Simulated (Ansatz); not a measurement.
C2H9NSi2 (`C=C(N)[SiH2][SiH3]`), relaxed with RKS PBE-D4/def2-SVP in Ansatz from a rough embedded geometry. The force threshold is 0.03 eV/Å; the program also tests the step.

Total charge 0; spin multiplicity 1.

Start:

```xyz
14

C    -1.036   -1.551   -0.015
C    -0.003   -0.988   -0.547
N     0.364   -1.261   -1.827
Si    1.120    0.265    0.407
Si   -0.232    2.023    1.185
H    -1.342   -1.459    1.043
H    -1.615   -2.326   -0.559
H     0.929   -0.493   -2.333
H    -0.350   -1.679   -2.478
H     2.128    0.744   -0.479
H     1.664   -0.469    1.580
H     0.596    2.980    1.921
H    -0.860    2.701    0.054
H    -1.363    1.512    2.047
```

(1) By how much does the energy fall, and how many steps does the optimiser take? (Best estimate.)

(2) Which bonds change most? (An estimate is asked.)

(3) Give the relaxed structure. (An estimate is asked.)

Results:

(1) Ansatz gave: 0.48 eV, in 17 steps, 3 of them rejected.

(2) Computed: Si4–H10 from 1.425 to 1.513 Å; C1–C2 from 1.291 to 1.361 Å; N3–H8 from 1.079 to 1.021 Å; Si5–H13 from 1.460 to 1.505 Å.

(3) Ansatz gave: 
```xyz
14

C    -1.258   -1.228   -0.186
C    -0.013   -0.933   -0.652
N     0.607   -1.594   -1.707
Si    1.057    0.350    0.253
Si   -0.292    1.893    1.402
H    -1.664   -0.738    0.709
H    -1.890   -1.996   -0.665
H     1.288   -1.060   -2.250
H     0.009   -2.185   -2.291
H     1.880    1.083   -0.784
H     2.039   -0.314    1.186
H     0.576    2.887    2.128
H    -1.177    2.638    0.440
H    -1.161    1.197    2.416
```
